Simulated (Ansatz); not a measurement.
**Energy profile**

The step: Si₂H₄OF₂ ([F][SiH]([F])[O][SiH3]) + HF + HF → SiHF₃ ([F][SiH]([F])[F]) + SiH₄O ([OH][SiH3]) + HF (still joined by a long Si–O bond); bonds formed: Si1–F8, O2–H9, H7–F10; bonds broken: H7–F8, H9–F10; bonds weakened to dative contacts: Si1–O2 (atoms numbered as in the saddle structure below).

```tsv
atom	x (Å)	y (Å)	z (Å)
Si1	-0.9443	0.4010	0.9397
O2	0.2202	-0.1688	-0.2018
Si3	0.0709	0.0029	-1.8950
F4	-1.9161	0.8935	-0.2740
F5	-0.5787	1.8228	1.5317
H6	-1.8849	-0.5001	1.6017
H7	1.2515	-0.6637	1.8056
F8	0.2900	-0.3158	2.2438
H9	1.2183	-0.5917	0.2426
F10	2.0380	-0.9450	0.9893
H11	-0.0010	1.4335	-2.2437
H12	1.3331	-0.6000	-2.3811
H13	-1.0968	-0.7686	-2.3588
```

Electronic energies by CCSD(T) at an estimated basis limit (MP2 extrapolated from triple and quadruple zeta, plus CCSD(T) − MP2 in triple zeta), on PBE0-D4/def2-TZVP structures; Si2H6OF4, singlet; no counterpoise correction. Computed with Ansatz 0.2.0 (basis: def2-TZVPP and def2-QZVPP); correlated methods freeze the cores. Extrapolation: Hartree–Fock as exp(−7.88 √X), correlation as X^−2.97.

Q: Give the profile in kcal/mol, counted from the separated reactants. (To be estimated.)

A: Computed:
```tsv
point	kcal/mol
separated: Si2H4OF2 (linked as [F][SiH]([F])[O][SiH3]; Si1, O2, Si3, F4, F5, H6, H11, H12, H13; singlet) + HF (H7, F8; singlet) + HF (H9, F10; singlet)	0.00
start structure	-11.16
saddle	2.38
end structure	-6.48
separated: SiHF3 (linked as [F][SiH]([F])[F]; Si1, F4, F5, H6, F8; singlet) + SiH4O (linked as [OH][SiH3]; O2, Si3, H9, H11, H12, H13; singlet) + HF (H7, F10; singlet)	-3.47
```

T1 diagnostic: at most 0.012.

Steps of this kind, hydrogen fluoride cutting a network bond, underlie vapour etching and the fluorination step of atomic layer etching. Here a small cluster stands in for the surface site.

For scale, one of the runs: CCSD(T)/def2-TZVPP, 323 basis functions, launched by `ansatz run in.yaml --threads 4 --pin off --events-out ev --progress --plain --max-ram 46080MiB --backend cuda --devices 0, --max-vram 37GiB`. Hardware: 4 CPU threads of an AMD EPYC 7R13 and a share of one NVIDIA H100, shared host. Wall time 11 s; peak host memory 0.88 GiB.
